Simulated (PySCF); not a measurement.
Precursor series Zn CH3-SH. All species are isolated molecules in the gas phase. One relaxed conformer stands for each flexible species; it need not be the lowest.

Calculation: B3LYP-D3(BJ)/def2-TZVP // TPSS-D3(BJ)/def2-SVP in PySCF. B3LYP has the VWN-RPA correlation part, as in Gaussian. 

```
species                                    charge on the central atom (Mulliken) (e)  charge on the central atom (meta-Löwdin) (e)  mean distance from the central atom to its bonded neighbours (Å)  HOMO–LUMO gap (eV)
-----------------------------------------  -----------------------------------------  --------------------------------------------  ----------------------------------------------------------------  ------------------
0 of 2 CH3 replaced by SH ([Zn(CH3)2])                                          0.39                                          1.04                                                             1.952                6.83
1 of 2 CH3 replaced by SH ([Zn(CH3)(SH)])                                       0.37                                          1.05                                                             2.071                6.19
2 of 2 CH3 replaced by SH                                                       0.37                                          1.08                                                             2.181                5.88
```
